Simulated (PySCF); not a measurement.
**Functional dependence of a UV spectrum**

i-propyl bromide, C3H7Br.
InChI=1S/C3H7Br/c1-3(2)4/h3H,1-2H3

Linear-response calculations in the def2-SVPD basis (PySCF; singlets by full response, triplets Tamm–Dancoff, core orbitals frozen in the response; HF means time-dependent Hartree–Fock). 'Strongest' is the level of largest summed f among the singlets computed (10 roots, of which the last may lack a degenerate partner); it can jump between rows when another state enters that window. S1 is the lowest singlet of each run and needn't be the same state throughout; f(S1) is that of one state. Isolated species at its PBE0-D3(BJ)/def2-SVP geometry, gas phase. Relativistic effects, spin–orbit coupling among them, are left out although an element past zinc is present.

| functional | kind | S1 (eV) | f(S1) | strongest (eV) | T1 (eV) | HOMO (eV) | gap (eV) | ionisation energy, ΔSCF (eV) |
| --- | --- | --- | --- | --- | --- | --- | --- | --- |
| LDA | LDA | 5.73 | 0.000 | 6.55 | 5.20 | -6.66 | 5.40 | 10.17 |
| PBE | GGA | 5.75 | 0.000 | 7.67 | 5.16 | -6.54 | 5.46 | 10.00 |
| B3LYP | global hybrid, 20% exact exchange | 5.97 | 0.000 | 7.05 | 5.38 | -7.56 | 7.19 | 10.23 |
| PBE0 | global hybrid, 25% exact exchange | 6.11 | 0.000 | 7.36 | 5.46 | -7.82 | 7.71 | 10.20 |
| BHandHLYP | global hybrid, 50% exact exchange | 6.36 | 0.000 | 8.71 | 5.71 | -8.95 | 9.75 | 10.18 |
| CAM-B3LYP | range-separated hybrid | 6.12 | 0.000 | 8.51 | 5.50 | -9.17 | 10.03 | 10.30 |
| wB97X-D | range-separated hybrid | 6.17 | 0.000 | 8.67 | 5.57 | -9.71 | 11.30 | 10.26 |
| LC-wPBE | range-separated hybrid | 6.30 | 0.000 | 8.88 | 5.61 | -10.58 | 12.49 | 10.34 |
| HF | Hartree–Fock | 6.97 | 0.000 | 9.16 | 6.18 | -10.76 | 13.19 | not settled |

S1 runs from 5.73 eV (LDA) to 6.97 eV (HF), a spread of 1.24 eV, while the orbital gap spreads over 7.8 eV. Along PBE (0%), B3LYP (20%), PBE0 (25%), BHandHLYP (50%), HF (100%) S1 rises with the share of exact exchange. −ε(HOMO) comes closest to its own ΔSCF ionisation energy with LC-wPBE (+0.24 eV) and misses most with LDA (-3.50 eV). 'Not settled' means that the ion's SCF failed to converge or may have ended in another state than the lowest.
